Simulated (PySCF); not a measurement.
## Ionising LiCd

PBE; PySCF, scalar-relativistic core potentials, basis sets Li def2-TZVP, Cd def2-TZVP with ECP28. Neutral (UKS): doublet (σ ↑), Re = 3.020 Å, ωe = 162 cm⁻¹, De = 0.20 eV, HOMO -3.06 eV, LUMO -2.12 eV.

LiCd⁺ (UKS): singlet (closed shell), Re = 2.756 Å, ωe = 255 cm⁻¹, De = 0.67 eV to Li⁺ + Cd. The energies at the minima are -175.25806 hartree for LiCd and -175.07004 for LiCd⁺.

Work out the adiabatic ionisation energy, without and with harmonic zero-point energies (1 hartree = 27.2114 eV, 1 eV = 8065.5 cm⁻¹), and the change of the bond length.

At PBE: 0.18802 hartree = 5.116 eV between the minima; the zero-point term (255.0 − 162.0)/2 cm⁻¹ = +0.006 eV makes it 5.122 eV. Re changes by -26.4 pm against the neutral. The electron leaves a σ orbital, and the shorter bond of the ion fits an antibonding orbital, or a change in how ionic the bond is.

Closed-shell solutions of metal pairs were not tested for spin polarisation, which can lower them a little. Weak bonds: LiCd. Basis-set superposition, not corrected here, can be much of De in a small basis, most of all at correlated wavefunction levels. For an ion De counts to the pair picked by the measured ionisation energies or electron affinities, which need not be the lowest pair at this level. States were picked by a PBE0 search and need not be the measured ground states.
